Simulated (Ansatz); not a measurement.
Isolated molecules relaxed with PBE0-D4/def2-TZVP in Ansatz; ΔE leaves out vibrations. CCSD(T)/CBS is the MP2 limit (def2-TZVPP, def2-QZVPP) plus CCSD(T) − MP2 in def2-TZVPP, frozen cores. Double bonds are as drawn, so ΔE can hold a change between cis and trans. Functionals use def2-TZVPP. B3LYP here is the variant with VWN-RPA as its local correlation; programs differ in this. One conformer a species, not always the lowest.

Reaction (redistribution): `[SiH3][S][AlH][SH]` + `[SiH3]/C=C\S` → `[SiH3][AlH][SH]` + `[SiH3]S/C=C/S`

| level | ΔE (kcal/mol) |
| --- | --- |
| B3LYP | 34.7 |
| CCSD/def2-TZVPP | 37.1 |
| MP2/def2-QZVPP | 40.0 |
| SCS-MP2/def2-QZVPP | 38.9 |

Q: What does CCSD(T)/CBS give? (Best estimate.)

A: Computed: +37.9 kcal/mol. The listed levels differ from it by -3.2, -0.8, 2.1, 1.0 kcal/mol.

Largest T1 diagnostic among the species: 0.013.

From PBE to PBE0 (25 % exact exchange), in def2-TZVPP and without D4, ΔE moves by +1.8 kcal/mol. The D4 term adds +1.9 kcal/mol with B3LYP and +1.0 kcal/mol with PBE0; it sums over pairs of atoms, weighted by their polarisabilities, and B3LYP, whose exchange is more repulsive, gets the larger term.
